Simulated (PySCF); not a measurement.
## CH9NOSi4

The system: CH9NOSi4, a molecule drawn to mimic a surface site (built as: Si site whose three back bonds go to SiH3, SiH3, OSiH3; end group C≡N); neutral, singlet. The structure, one conformer, was relaxed in the gas phase by PBE0-D3(BJ)/def2-SVP. No frequency run checks that it is a minimum.

SMILES: N#C[Si]([SiH3])([SiH3])O[SiH3]

```xyz
16

Si   -0.292    0.105    0.287
Si   -1.871    1.835    0.327
Si   -1.111   -1.945   -0.513
O     1.049    0.592   -0.556
Si    2.649    0.220   -0.851
C     0.211   -0.206    2.060
N     0.504   -0.413    3.165
H    -1.268    3.063    0.924
H    -2.315    2.116   -1.072
H    -3.043    1.391    1.140
H    -2.274   -2.364    0.326
H    -0.038   -2.983   -0.453
H    -1.555   -1.767   -1.929
H     3.193    1.262   -1.764
H     3.410    0.204    0.431
H     2.739   -1.122   -1.501
```
Atom numbers follow the order of the file, from 1.

Shieldings: GIAO PBE0/pcSseg-1. Shifts are against computed references at the same level: C TMS (σ 184.4 ppm), H TMS (σ 31.27 ppm), Si TMS (σ 352.0 ppm). Core levels by delta-SCF with SCAN, pcX-2 on the ionised atom and pcseg-1 elsewhere, spin-free X2C (2p3/2 is the spin-free 2p value less a third of a first-order spin-orbit splitting); from the vacuum level, for chosen atoms.

Give the NMR and core-level values of the distinct atoms.


```csv
atoms,bonded to,σ (ppm),δ (ppm),core level (eV)
Si1,1 C + 1 O + 2 Si,374.1,-22.2,2p3/2 107.68
Si2,1 Si + 3 H,452.7,-100.8,2p3/2 106.87
Si3,1 Si + 3 H,457.0,-105.0,2p3/2 106.83
O4,2 Si,329.9,-,1s 538.09
Si5,1 O + 3 H,384.2,-32.2,-
C6,1 N + 1 Si,57.6,126.8,1s 291.43
N7,1 C,-114.7,-,-
H8 H9 H10,1 Si,27.59,3.68,-
H11 H12 H13,1 Si,27.59,3.68,-
H14 H15 H16,1 Si,26.24,5.03,-
```

Values are those of this one static structure, with the three H of a rotating XH3 group averaged; atoms that internal rotation interchanges would show their mean in an NMR spectrum.

The core-hole state of C6 is spin-contaminated (⟨S²⟩ 0.82 against 0.75 for a pure doublet), so that value and differences from it are less sure.

Which of Si1, Si2, Si3 holds its core electrons tightest, and by how much against the loosest?

Si1 (bonded to 1 C + 1 O + 2 Si), by 0.85 eV over Si3 (bonded to 1 Si + 3 H).

By CAM-B3LYP/def2-SVPD (TDDFT singlets, Tamm-Dancoff triplets, ionisation by delta-SCF), where does absorption start, and what does vertical ionisation take?

The lowest singlet lies at 5.47 eV (f 0.011), the strongest of the first 6 at 6.48 eV (f 0.129), the lowest triplet at 4.97 eV; vertical ionisation takes 9.77 eV.
